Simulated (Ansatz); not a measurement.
Method: B3LYP-D3(BJ)/def2-SVP in Ansatz (an electronic-structure program). No frequencies were computed at this level.

Ansatz 0.2 input:
```yaml
crystal:
  periodic: [false, false, false]
  atoms:
    - { symbol: Br, position_ang: [-1.110636, -1.78992, -0.668186] }
    - { symbol: Si, position_ang: [0.0, 0.0, 0.0] }
    - { symbol: Br, position_ang: [-1.096695, 1.818417, -0.611898] }
    - { symbol: Br, position_ang: [2.009018, 0.0066, -0.920652] }
    - { symbol: Br, position_ang: [0.198311, -0.035096, 2.200736] }
basis:
  gaussian: { orbitals: def2-svp }
hamiltonian:
  xc: b3lyp
  dispersion: d3bj
relax:
  max_steps: 150
```

Output:

```
Functional definition: B3LYP
1495 factors; integrals over basis functions are off by at most 1.2e-4 eV
mean field evaluation 1: about -288034.0885 eV, gradient 1.6e1 eV
mean field evaluation 2: about -288033.4625 eV, gradient 2.1e1 eV
mean field evaluation 4: about -288034.7275 eV, gradient 3.1e-1 eV
mean field evaluation 8: about -288034.7303 eV, gradient 1.0e-2 eV
mean field -288034.73027647 eV, -10585.0811007079 hartree, gradient 2.8e-6 eV, S^2 0.000000; 0 other end points of the search recorded, 0 dependent functions left out
reference -288034.73057073 eV, -10585.0811115216 hartree; 77, 77 occupied and 69, 69 virtual orbitals, 1495 factors
relax step   1: F+E_penalty+E_count = -288035.31590184 eV  Δ(F+E_penalty+E_count) = +0.000e0 eV  max|allowed force component| = 1.422e-1 eV/Å  Δτ_max = 0.0000 Å  (26 SCF iters, accepted)
these checks for a lower state are left out or cut short: starts, cluster_reference, orbital_swaps, neighbouring_geometries, increment
1495 factors; integrals over basis functions are off by at most 1.2e-4 eV
mean field evaluation 16: about -288034.7333 eV, gradient 1.0e0 eV
mean field -288034.73539270 eV, -10585.0812887258 hartree, gradient 2.6e-5 eV, S^2 0.000000; 0 other end points of the search recorded, 0 dependent functions left out
reference -288034.73568728 eV, -10585.0812995516 hartree; 77, 77 occupied and 69, 69 virtual orbitals, 1495 factors
relax step   2: F+E_penalty+E_count = -288035.31820564 eV  Δ(F+E_penalty+E_count) = -2.304e-3 eV  max|allowed force component| = 2.674e-3 eV/Å  Δτ_max = 0.0083 Å  (25 SCF iters, accepted)
1495 factors; integrals over basis functions are off by at most 1.2e-4 eV
mean field evaluation 32: about -288034.7354 eV, gradient 1.3e-3 eV
mean field -288034.73539270 eV, -10585.0812887258 hartree, gradient 2.6e-5 eV, S^2 0.000000; 1 other end points of the search recorded, 0 dependent functions left out
reference -288034.73568728 eV, -10585.0812995516 hartree; 77, 77 occupied and 69, 69 virtual orbitals, 1495 factors
Total energy: -288035.31850022 eV, -10585.1027175321 hartree
Atom 0 at    -1.114795    -1.796623    -0.670688 Å, force     0.001350     0.002176     0.000812 eV/Å
Atom 1 at    -0.000000     0.000000    -0.000000 Å, force    -0.000001     0.000000    -0.000001 eV/Å
Atom 2 at    -1.100802     1.825227    -0.614189 Å, force     0.001333    -0.002211     0.000744 eV/Å
Atom 3 at     2.016541     0.006625    -0.924100 Å, force    -0.002441    -0.000008     0.001119 eV/Å
Atom 4 at     0.199054    -0.035227     2.208977 Å, force    -0.000241     0.000043    -0.002674 eV/Å
Dipole moment:     0.000000    -0.000000     0.000000 e Å
```

Cost: around 50 core-seconds (rough).
